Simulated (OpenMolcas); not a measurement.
An atom or ion with 40 electrons was computed by MS-CASPT2, IPEA 0.25 Eh, imaginary shift 0.1 Eh with spin-orbit coupling (OpenMolcas, ANO-RCC-VQZP, DKH2). The lowest levels that the run gave, each within 12 % of the measured value where one is at hand:

```csv
J,Parity,E (cm⁻¹),g
0,even,0.0,
1,even,1200,1.500
2,even,2950,1.497
3,even,4930,1.494
4,even,7010,1.490
0,even,21820,
4,even,24130,0.891
1,even,26750,1.468
5,even,26860,1.057
3,even,27730,0.921
2,even,28600,0.694
6,even,28730,1.155
```

Question: Which ion is it, and what are the configurations and terms?

Answer: Ag⁷⁺ (Z = 47, charge +7; active space 4 electrons in 5 orbitals (4d)). J, parity and g give the terms where levels are pure, and mixed ones are named by the computed weights; the size of the splittings, set against known spectra of the 40-electron sequence, gives the charge. In order, with the measured energies in cm⁻¹ (Atoms 5, 11 (2017), spectra Ag VII to Ag IX): 4d⁴ ⁵D₀, 4d⁴ ⁵D₁ (1340), 4d⁴ ⁵D₂ (3212), 4d⁴ ⁵D₃ (5292), 4d⁴ ⁵D₄ (7443), 4d⁴ ³P₀(1) (21309), 4d⁴ ³H₄ [70 %] (23302), 4d⁴ ³P₁(1) (26526), 4d⁴ ³H₅ (26250), 4d⁴ ³G₃ [50 %], 4d⁴ ³F₂(1) (28051), 4d⁴ ³H₆ (28185).

CASPT2 breaks the degeneracy within a term, and the mean is taken; among the terms shown or strongly mixed into the levels shown the widest spread is 260 cm-1 (4d⁴ ³H). Measured partners are found by configuration, term and J. A level has none where our copy of the source lacks it or the pairing is in doubt (some pairs that miss far off the trend of their configuration count as doubtful), and it then counts in no deviation. Only configurations of the active space appear.

A share in square brackets marks a mixed level and gives the weight of the term that names it. A number in round brackets counts repeated terms of one configuration in the order of the reference energies.
